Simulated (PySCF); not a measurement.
Computed shifts of a molecule C₄H₇BFN, PBE0/pcSseg-1 (PySCF), GIAO, gas phase, equivalent atoms averaged, in ppm (number of nuclei): ¹³C: 233.4 (1), 86.6 (1), 76.5 (1), 30.3 (1). ¹⁹F: -128.2 (1). ¹⁵N: 89.1 (1). ¹H: 5.47 (1), 5.11 (2), 3.40 (1), 3.10 (3). References: ¹³C against TMS (σ = 186.3 ppm); ¹¹B against BF3 (σ = 88.8 ppm); ¹⁹F against CFCl3 (σ = 167.2 ppm); ¹⁵N against NH3 (σ = 267.4 ppm); ¹H against TMS (σ = 31.56 ppm), references at their B3LYP-D3(BJ)/def2-TZVP geometries, non-relativistic. The structure is a stationary point at r2SCAN-D4/def2-SVP. The values are those of a single conformer.

### Question
Pick the molecule that these values belong to.
A) CC#CB(F)NC
B) CCB1C=N[C@@H]1F
C) C=C=CB(F)NC
D) CNB1C=C[C@@H]1F

### Answer
C, C=C=CB(F)NC
